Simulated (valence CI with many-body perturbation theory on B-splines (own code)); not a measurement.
Results of a calculation; reference values are marked as such.
**Sensitivity of CI+MBPT for Rh6+**

Method: relativistic CI+MBPT: three valence electrons over a frozen Dirac-Fock core [Kr], a basis of 6 s, 6 p, 5 d, 5 f, 1 g functions for each j, with the one-electron correlation potential Σ1, the two-electron term Σ2, the three-electron term Σ3, Breit, model QED; selected CI, second order for the rest, scaled by the run's own slope (own B-spline code, finite nucleus).

No measured levels were compared; by estimate terms of the open shell hold to 2 to 4 % of their energy, and close levels can change places; different configurations can be misplaced against each other by 1,000 to 8,000 cm⁻¹. Only levels of the ground parity were solved; by the run's estimate the other parity begins above the list, which can be wrong where configurations are misplaced.

The reference run has the lowest level 4d³ ⁴F_3/2 and an ionisation energy of 97.8887 eV. Its largest variational space holds 4776 state functions.

Names give the largest LS component (configuration and term), which can be under half, so a name can repeat, a term be missing and a line seem to break the LS rules; names also repeat where a configuration has a term twice. Letters in brackets count levels of one name in rising energy.

Changed runs:
A. correlating orbitals by l 3 3 3 3 1 → 2 1 2 0 1
B. three-electron term on → off
C. shift of the energy in Σ1 (hartree) 0 → -0.675
D. scale of Σ1 1 → 0 (bad on purpose)

Excitation energies of the reference run in cm⁻¹, and shifts in cm⁻¹:

```
                 Level  Reference        A        B        C        D
            4d³ ⁴F_5/2       1921      -17     -8.9     +3.8     -115
            4d³ ⁴F_7/2       4181      -21      -12     +6.9     -232
            4d³ ⁴F_9/2       6555      -11     -4.7     +8.9     -334
            4d³ ⁴P_3/2      15549     +402      +18      -22     -135
            4d³ ⁴P_1/2      15782     +345      +51      -18     -186
            4d³ ²G_7/2      18062     +333     +302      -17     -289
            4d³ ⁴P_5/2      18721     +341     +105      -13     -347
            4d³ ²G_9/2      19015     +282     +191      -17     -287
        4d³ ²D_3/2 [a]      22834     +709     +170      -29     -317
            4d³ ²P_1/2      23997     +612     -350      -28     -391
           4d³ ²H_11/2      25036     +224      +63      -16     -440
            4d³ ²H_9/2      25194     +263     +150      -12     -528
Ionisation energy (eV)    97.8887  -0.0686  +0.0040  -0.2726  -1.7223
```
